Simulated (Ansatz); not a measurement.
Ideal-gas functions of CH3ClSeSi, SMILES `Cl[SiH]1C[Se]1` at 600 K and 1 bar, from an Ansatz frequency run at PBE0-D4/def2-TZVP.

Molar mass 157.53 g/mol, point group C1 (symmetry number 1), electronic degeneracy 1, moments of inertia 71.541, 372.472, 403.166 u Å². Harmonic wavenumbers (cm⁻¹, unscaled): 144, 201, 413, 465, 556, 609, 742, 791, 830, 903, 983, 1404, 2286, 3137, 3227.

Use S(trans) = R[1.5 ln M + 2.5 ln T − 1.1517]; rotational temperatures θ = 24.2544 K / I; S(rot) = R[ln(√π/σ · √(T³/θAθBθC)) + 1.5]; for each mode x = 1.438777 ν̃/T, S = R[x/(eˣ − 1) − ln(1 − e⁻ˣ)] and H = RT x/(eˣ − 1); 1 cm⁻¹ = 0.0119627 kJ/mol; R = 8.31446 J/(mol·K).

Question: By hand: the entropy, in J/(mol·K).

Answer: Translation 186.5. Rotation: θ = 0.339, 0.0651, 0.0602 K, giving 124.5. Vibration, mode by mode: 17.20, 14.46, 8.73, 7.83, 6.51, 5.87, 4.54, 4.14, 3.84, 3.35, 2.88, 1.29, 0.23, 0.04, 0.03, in all 80.9. Electronic 0.0. Sum 391.9 J/(mol·K).

Question: By hand: H − E and G − E in kJ/mol, counted from the electronic energy.

Answer: Zero-point energy ½ × 16691 × 0.0119627 = 99.8; thermal vibration 26.7; translation, rotation and pV give 4 RT = 20.0. H − E = 146.5 kJ/mol, and G − E = 146.5 − 600 × 391.9/1000 = -88.6 kJ/mol.

Vibration gives 21 % of the entropy, 17.2 J/(mol·K) of it from the mode under 150 cm⁻¹: soft modes count most, and the harmonic formula is weakest for them. The sum counts one conformer and one mirror image; others add a mixing term.
